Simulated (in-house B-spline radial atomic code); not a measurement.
The numbers below are computed, except where a source is named.
## Making a Troullier-Martins s channel for Ti, r_c = 0.76 bohr

Ti, [Ar] 3d2 4s2, non-relativistic PBE, spherical and spin-unpolarised, from a B-spline radial code for spherical atoms (atomic units). The all-electron 3s level is ε = -2.271296 hartree, its outermost node lies just inside 0.41 bohr and its outer maximum at 0.87 bohr.

Inside r_c the pseudo-orbital is u(r) = r^1 exp(p(r)), with p = c0 + c2 r² + c4 r⁴ + … + c12 r¹². The seven coefficients follow from p and its first four derivatives at r_c, from zero curvature of the screened potential at the origin, c4 = −c2²/(2l + 5), and from the norm inside r_c. At r_c the all-electron orbital has P = 1.0584, P' = 0.9386623, the screened potential V = -6.89128, V' = 17.53087, V'' = -58.6339, and the norm inside is Q = 0.2422511.

(1) What are p, p' and p'' at r_c?

For a trial c2 the five matching conditions are linear in c0, c6, c8, c10 and c12, and c2 is varied until the norm inside r_c equals Q. The root nearest zero gives:

| n | c_n |
| --- | --- |
| 0 | 0.0766721 |
| 2 | -0.313319 |
| 4 | -0.01963377 |
| 6 | 29.07586 |
| 8 | -97.79646 |
| 10 | 117.946 |
| 12 | -50.04684 |

(2) Check c4 and p(r_c), and find the screened pseudopotential at the origin.

Orbitals and screened potentials:

```json
{"r (bohr)": "0.076", "P": "0.1286", "u": "0.08191", "V all-electron": "-226.5", "V pseudo": "-3.192"}
{"r (bohr)": "0.19", "P": "-0.5439", "u": "0.2031", "V all-electron": "-67.97", "V pseudo": "-2.574"}
{"r (bohr)": "0.304", "P": "-0.4233", "u": "0.3241", "V all-electron": "-33.72", "V pseudo": "-0.3417"}
{"r (bohr)": "0.418", "P": "0.06596", "u": "0.4634", "V all-electron": "-20.11", "V pseudo": "2.226"}
{"r (bohr)": "0.532", "P": "0.546", "u": "0.6541", "V all-electron": "-13.12", "V pseudo": "0.9646"}
{"r (bohr)": "0.646", "P": "0.8812", "u": "0.8879", "V all-electron": "-9.332", "V pseudo": "-5.267"}
{"r (bohr)": "0.76", "P": "1.058", "u": "1.058", "V all-electron": "-6.891", "V pseudo": "-6.891"}
```

Logarithmic derivatives P'/P at R = 1.06 bohr, for energies E around ε:

```
E − ε (hartree)  all-electron     pseudo
           -0.5     -0.253417  -0.255146
          -0.25     -0.503218  -0.503793
           -0.1     -0.663306  -0.663506
              0     -0.774741  -0.774866
            0.1     -0.890232  -0.890453
           0.25      -1.07168   -1.07243
            0.5      -1.39861   -1.40163
```

(3) With P(R) = 1.024326 and a norm of 0.5950219 inside R, what slope in energy does norm conservation fix?

## Answers

(1) p = ln(P/r_c^1) = ln(1.0584/0.76) = 0.33120. p' = P'/P − 1/r_c = 0.88687 − 1.31579 = -0.42892. The radial equation gives p'' = 2(V − ε) − 2(1) p'/r_c − p'² = -9.23997 − (-1.12874) − 0.18397 = -8.29520. Differentiating, p''' = 2V' + 2(1)p'/r_c² − 2(1)p''/r_c − 2p'p'' = 48.29, and p'''' = 2V'' − 4(1)p'/r_c³ + 4(1)p''/r_c² − 2(1)p'''/r_c − 2p''² − 2p'p''' = -394.08.

(2) −c2²/5 = -0.0196338, as listed. The terms c_n r_c^n are 0.07667, -0.18097, -0.00655, 5.60292, -10.88509, 7.58262, -1.85840, which sum to 0.33120. Inverting the radial equation, V_l(r) = ε + 1 p'/r + (p'' + p'²)/2, so V_l(0) = ε + (2l + 3) c2 = -2.271296 + 3 × (-0.313319) = -3.2113 hartree, finite where the all-electron potential diverges.

(3) d(P'/P)/dE = −2 × (norm inside R)/P(R)² = -1.1342 per hartree·bohr at E = ε, for both atoms, since orbital and norm agree at R. Differences over ±0.1 hartree give -1.1346 (all-electron) and -1.1347 (pseudo), which also hold third-order terms. Half a hartree below ε the two curves differ by -0.0017.
